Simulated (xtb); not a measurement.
xtb input:

```bash
xtb mol.xyz --gfn 2 --sp --chrg -1 --uhf 0
```
mol.xyz:
```
11

C     -1.97981384     0.31345445     0.08106135
C     -0.59520771     0.33550821     0.22445860
C      0.41655720    -0.47129340    -0.27200996
C      1.87146543    -0.19567638    -0.05193242
H     -2.60393903     1.02062362     0.61400246
H     -2.48447479    -0.44772868    -0.50777386
H     -0.22722236     1.15471460     0.85683163
H      0.16332696    -1.30682459    -0.92435528
H      1.99224342     0.62843535     0.66328125
H      2.44082811     0.10710347    -0.95719285
H      2.44123108    -1.04828114     0.36574115
```

### Question
Which total energy does the run end on?

### Answer
-12.21879 Eh (GFN2-xTB).

It need not be the lowest isomer of its formula. Whether it binds its extra electron was not tested at this geometry.
